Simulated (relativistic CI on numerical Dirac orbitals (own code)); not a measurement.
# Ag⁴⁺: L2,3 absorption edge

Computed with this model: Dirac-Coulomb-Breit CI, orbitals from a KLI potential per configuration, a model potential for QED, valence Slater integrals scaled by 0.8, multiplet model of core-to-valence dipole absorption; configurations [Kr] 4d7 → [He] 2s2 2p5 3s2 3p6 3d10 4s2 4p6 4d8; 10 K; Lorentzian 0.96 eV and Gaussian 0.5 eV FWHM. Energies are those of the free ion, without screening or charge transfer. The branching ratio is the share of the lower-energy edge in the whole absorption, uncertain by about 0.02 where the edges overlap. S is read from ⟨S²⟩ = S(S + 1).

Field parameters in Wybourne normalisation: D4h B²₀ = −7Ds, B⁴₀ = 21(Dq − Dt), B⁴₄ = 21√(5/14) Dq. The field is a parameter set, without covalency.

Case free ion, the dichroism is that of the ground state at zero temperature, magnetised by exchange field 10 meV on Sz. The dichroism I(Δm = −1) − I(Δm = +1), over the sum of the three polarisations, integrates to -0.4570 on the lower edge and -0.0499 on the upper edge. The branching ratio is 0.908.

Task: Use the orbital sum rule with 3 holes to get ⟨Lz⟩.

Result: For a p → d edge ⟨Lz⟩ = 2 × n_h × (sum of both integrals) in this sign convention = -3.04; the ground state itself has ⟨Lz⟩ = -3.04 and ⟨Sz⟩ = -1.46. The rule assumes one radial integral for both edges, which relativistic orbitals only approach.
